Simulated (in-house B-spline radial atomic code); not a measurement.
RPA and G0W0 for C IV (C3+), [He] 2s1, highest spin, as one setting changes: the highest l of the empty states. Start: Hartree-Fock. A dash marks a level of low quasi-particle weight. Computed with an all-electron radial atomic-structure program (B-spline basis): all electrons, non-relativistic, point nucleus, each spin shell either full or empty, empty states to the listed l with an (l + 1/2)⁻⁴ tail; G0W0 by contour deformation at full frequency.

RPA overbinds a lone outer s electron by self-correlation, and G0W0 tends to as well.

```tsv
highest l of the empty states	RPA summed (Eh)	RPA extrapolated (Eh)	G0W0 level (eV)
2	-0.10514	-0.10992	2s up -65.38
3	-0.1081	-0.11034	2s up -65.39
4	-0.10923	-0.11044	2s up -65.39
5	-0.10975	-0.11047	2s up -65.39
6	-0.11001	-0.11047	2s up -65.39
7	-0.11017	-0.11047	2s up -65.39
8	-0.11026	-0.11047	2s up -65.39
9	?	?	?
10	?	?	?
11	-0.11037	-0.11045	2s up -65.39
```

Problem. What belongs in the row for 10?

Solution. RPA summed (Eh): -0.11034; RPA extrapolated (Eh): -0.11045; G0W0 level (eV): 2s up -65.39.

Problem. What belongs in the row for 9?

Solution. RPA summed (Eh): -0.11031; RPA extrapolated (Eh): -0.11046; G0W0 level (eV): 2s up -65.39.
